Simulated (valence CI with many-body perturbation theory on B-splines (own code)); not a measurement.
# Ga25+: what each term of the Hamiltonian does

Calculated by configuration interaction combined with many-body perturbation theory (CI+MBPT): four valence electrons over a frozen Dirac-Fock core [He], a basis of 11 s, 11 p, 9 d, 7 f, 5 g, 2 h, 1 i functions for each j, with the one-electron correlation potential Σ1 (screened to all orders), the two-electron term Σ2, the three-electron term Σ3, Breit, model QED; selected single and double excitations, second order for the rest (own B-spline code, finite nucleus).

No measured levels were compared; by estimate levels of excited configurations hold to 0.05 to 0.15 % of their energy, terms of the ground configuration to about 0.5 %. Among the levels kept, up to 270 cm⁻¹ of a level comes from second order outside the variational space, and about a tenth of that is noise between levels of different J, which matters for small intervals.

Each rung adds one term. CI alone is the Dirac-Coulomb CI over the frozen core; QED comes last and gives the full result, which names the levels. Energies are above (2s^2 2p1/2^2) J=0 on the same rung, in eV.

Levels are named by their leading jj configuration (3d3/2^4 stands for four electrons in 3d with j = 3/2), which in mixed levels can hold well under half, so a name can repeat and another be missing. Letters in brackets count levels of one name in rising energy.

| Level | CI alone | Σ1 | Σ2 | Σ3 | Breit | QED | Full |
| --- | --- | --- | --- | --- | --- | --- | --- |
| (2s^2 2p1/2 2p3/2) J=1 | 23.8 | +0.02 | -0.03 | +0.01 | -0.74 | +0.07 | 23.2 |
| (2s^2 2p1/2 2p3/2) J=2 | 32.4 | +0.03 | -0.01 | -0.01 | -1.33 | +0.08 | 31.1 |
| (2s^2 2p3/2^2) J=2 | 62.6 | +0.05 | 0.00 | -0.01 | -1.78 | +0.13 | 61.0 |
| (2s^2 2p3/2^2) J=0 | 81.8 | +0.05 | +0.10 | -0.05 | -1.25 | +0.11 | 80.8 |
| (2s 2p1/2^2 2p3/2) J=2 | 97.0 | -0.15 | -0.09 | +0.03 | -0.69 | -0.72 | 95.4 |
| (2s 2p1/2^2 2p3/2) J=1 | 137.5 | -0.15 | -0.13 | -0.04 | -0.21 | -0.74 | 136.2 |
| (2s 2p1/2 2p3/2^2) J=2 [a] | 140.9 | -0.14 | -0.11 | -0.03 | -0.55 | -0.72 | 139.4 |
| (2s 2p1/2 2p3/2^2) J=3 | 150.7 | -0.13 | -0.12 | -0.03 | -1.58 | -0.69 | 148.2 |
| (2s 2p1/2 2p3/2^2) J=0 | 167.0 | -0.13 | -0.07 | -0.05 | -0.48 | -0.69 | 165.6 |
| (2s 2p1/2 2p3/2^2) J=1 [a] | 170.4 | -0.13 | -0.12 | -0.05 | -0.84 | -0.68 | 168.6 |
| (2s 2p1/2 2p3/2^2) J=2 [b] | 176.0 | -0.13 | -0.14 | -0.06 | -1.29 | -0.67 | 173.7 |
| (2s 2p1/2 2p3/2^2) J=1 [b] | 191.5 | -0.14 | -0.39 | -0.12 | -0.66 | -0.72 | 189.4 |
| (2s 2p3/2^3) J=2 | 205.4 | -0.12 | -0.26 | -0.10 | -1.45 | -0.66 | 202.8 |
| (2s 2p3/2^3) J=1 | 229.5 | -0.11 | -0.32 | -0.13 | -1.39 | -0.65 | 226.9 |
| (2p1/2^2 2p3/2^2) J=2 | 280.6 | -0.31 | -0.45 | -0.11 | -0.21 | -1.52 | 278.0 |
| (2p1/2^2 2p3/2^2) J=0 | 298.6 | -0.31 | -0.43 | -0.12 | +0.07 | -1.50 | 296.3 |
| (2p1/2 2p3/2^3) J=1 | 308.0 | -0.29 | -0.44 | -0.11 | -0.66 | -1.46 | 305.0 |
| (2p1/2 2p3/2^3) J=2 | 319.3 | -0.29 | -0.40 | -0.11 | -1.10 | -1.46 | 316.0 |
| (2p3/2^4) J=0 | 362.6 | -0.26 | -0.38 | -0.13 | -1.05 | -1.38 | 359.4 |
| (2s^2 2p1/2 3s) J=0 | 1431.5 | +0.29 | 0.00 | -0.07 | -1.67 | +0.28 | 1430.3 |
| (2s^2 2p1/2 3s) J=1 | 1433.0 | +0.29 | -0.02 | -0.07 | -1.73 | +0.28 | 1431.7 |
| (2s^2 2p1/2 3p1/2) J=1 | 1459.3 | +0.25 | -0.02 | -0.07 | -1.48 | +0.04 | 1458.0 |
| (2s^2 2p3/2 3s) J=2 | 1463.8 | +0.31 | -0.01 | -0.07 | -2.61 | +0.34 | 1461.8 |
| (2s^2 2p3/2 3s) J=1 | 1467.3 | +0.31 | -0.03 | -0.07 | -2.58 | +0.34 | 1465.3 |
| (2s^2 2p1/2 3p1/2) J=0 | 1471.7 | +0.25 | -0.04 | -0.07 | -1.40 | +0.03 | 1470.5 |
| (2s^2 2p1/2 3p3/2) J=1 | 1472.3 | +0.25 | -0.03 | -0.07 | -1.65 | +0.05 | 1470.8 |
| (2s^2 2p1/2 3p3/2) J=2 | 1473.4 | +0.26 | -0.03 | -0.07 | -1.80 | +0.06 | 1471.9 |
| (2s^2 2p3/2 3p1/2) J=1 | 1495.9 | +0.27 | -0.04 | -0.07 | -2.24 | +0.07 | 1493.9 |
| (2s^2 2p3/2 3p1/2) J=2 | 1499.1 | +0.27 | -0.04 | -0.07 | -2.39 | +0.09 | 1497.0 |
| (2s^2 2p1/2 3d3/2) J=2 | 1499.6 | +0.30 | -0.02 | -0.07 | -1.82 | +0.06 | 1498.0 |
| (2s^2 2p3/2 3p3/2) J=3 | 1501.0 | +0.28 | -0.02 | -0.07 | -2.64 | +0.12 | 1498.7 |

The middle columns are the shifts that each term adds.

Question: How does the ionisation energy move along the ladder, and which term matters most?

Answer: CI alone 2549.4, + Σ1 2549.7, + Σ2 2549.7, + Σ3 2549.6, + Breit 2547.7, + QED 2547.7 eV. The largest step is Breit, -2.0 eV. NIST lists 2543.9 ± 2 eV (semi-empirical).
